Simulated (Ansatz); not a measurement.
A geometry relaxed with B3LYP-D3(BJ)/def2-TZVP (Ansatz, an electronic-structure program), charge 0, multiplicity 2:

```xyz
4

Cl     2.1972    -0.1065    -0.2159
Cl    -1.0068     1.9560    -0.2141
Cl    -1.1909    -1.8499    -0.2123
Sn     0.0005     0.0003     0.6423
```

Question: Write the SMILES of this molecule.

Answer: `[Cl][Sn]([Cl])[Cl]`
